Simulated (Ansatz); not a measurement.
The same path of BCl2H + ClH (6 atoms, charge 0, multiplicity 1) was run twice with different band settings. Lost on the way: B1–H2, Cl5–H6. Made: B1–Cl5, H2–H6.

These are results of Ansatz, RKS BHLYP/def2-SVP, not measurements.

Relaxed end points:

```xyz
6
Properties=species:S:1:pos:R:3
B 0.003 0.459 -0.222
H 0.018 0.671 0.947
Cl 1.503 0.385 -1.100
Cl -1.520 0.300 -1.047
Cl 0.107 -2.678 1.162
H 0.018 -2.062 2.280
```

```xyz
6
Properties=species:S:1:pos:R:3
B 0.027 -0.678 -0.733
H -0.009 0.272 2.455
Cl 1.509 0.203 -0.970
Cl -1.504 0.117 -0.959
Cl 0.077 -2.359 -0.278
H 0.028 -0.478 2.505
```

Common settings: movable images 5; climbing image yes; spring 5.0 eV/Å²; start path through a guess of the saddle point; force threshold 0.05 eV/Å; iteration limit 60; end points relaxed.

| run | optimiser | largest step |
| --- | --- | --- |
| 1 | quadratic models (default) | default |
| 2 | fire | 0.5 Å |

Q: What does each run give, and how far can it be trusted?

A: Run 1: converged after 33 iterations, highest image 1.276 eV above the first end. A vibrational analysis at the climbing image gives one clearly imaginary mode, 1073i cm⁻¹: a first-order saddle point.
Run 2: converged after 42 iterations, highest image 1.276 eV above the first end. Another band between the same ends (5 images) ends at a top of the same energy, where a vibrational analysis finds 1 clearly imaginary mode.
The orbitals stay closed-shell, which can raise the energy where a bond breaks towards radicals; this wasn't checked here.
